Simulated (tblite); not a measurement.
Run record: tight-binding relaxation, `C[CH2][Ge]([NH2])([NH2])[PH2]`.

Computed with GFN2-xTB geometry optimisation, gas phase (tblite 0.8.0). Start geometry: from a force field or distance geometry. The input is one job of a driver script: a line of settings, then coordinates in Å.

Command:
```bash
OMP_NUM_THREADS=1 python probes_run.py task.json out
```

Input:
```
{"job": {"kind": "relax", "xc": "GFN2-xTB", "basis": "xTB"}, "charge": 0, "multiplicity": 1}
C      2.205400    -0.284300    -0.517900
C      1.134500     0.721800    -0.110400
Ge    -0.611300    -0.055400     0.086300
N     -1.300000    -0.681000    -1.554000
N     -0.759200    -1.369200     1.367400
P     -2.057100     1.619000     0.734200
H      3.123700    -0.046200     0.063300
H      1.890000    -1.326400    -0.380200
H      2.469000    -0.098700    -1.580900
H      1.450200     1.107700     0.894600
H      1.114100     1.529400    -0.871100
H     -2.298300    -0.356900    -1.644500
H     -1.386900    -1.735100    -1.488300
H     -1.227600    -2.233500     1.053700
H      0.054700    -1.485800     1.974000
H     -1.991800     2.736000    -0.158200
H     -1.816200     1.970600     2.122300
```

Output:
```
step      E/eV     max force
  0    -547.78130    2.068
  1    -548.08350    1.931
  2    -548.40486    1.585
  3    -548.63303    1.128
  4    -548.79080    0.983
  5    -548.83629    0.493
  6    -548.86056    0.263
  7    -548.86753    0.241
  8    -548.87723    0.146
  9    -548.88027    0.114
... (164 lines left out)
174    -549.10829    0.047
175    -549.10864    0.042
176    -549.10886    0.043
177    -549.10900    0.040
178    -549.10916    0.032
179    -549.10935    0.033
180    -549.10951    0.026
181    -549.10960    0.015
182    -549.10964    0.015
183    -549.10967    0.009
```

«max force» is the largest atomic force in eV/Å.

Q: From which step on does the largest force stay under 0.1 eV/Å, and how much energy is left to gain from there?

A: From step 157 (0.083 eV/Å), 9.7 meV above the end.

Main results: energy lowered by 30.6 kcal/mol over 183 steps; largest atomic force 0.009 eV/Å at the end.

Q: Where do the atoms end?

A: 0.598 Å rms from the input after alignment:
```
atom  x, y, z in Å
C1     2.1043   -0.2981   -0.5825
C2     1.1358    0.7320   -0.0310
Ge3   -0.7379   -0.0221    0.1820
N4    -1.1330   -0.7871   -1.4389
N5    -0.8816   -1.4770    1.2853
P6    -2.3696    1.4854    0.9436
H7     3.0915    0.1396   -0.7277
H8     2.2000   -1.1396    0.1007
H9     1.7474   -0.6772   -1.5365
H10    1.4811    1.0962    0.9379
H11    1.0855    1.5920   -0.6980
H12   -1.1845   -0.1568   -2.2269
H13   -1.9781   -1.3411   -1.4313
H14   -0.3358   -2.2761    0.9967
H15   -0.7178   -1.3203    2.2692
H16   -1.9782    2.4526    0.0283
H17   -1.5361    2.0096    1.9191
```

Hardware: one thread, Arm Neoverse N1 (aarch64), shared host. Cost: 2.1 s of wall time.
Labels such as C1 count atoms from 1, the log's own numbers from 0.
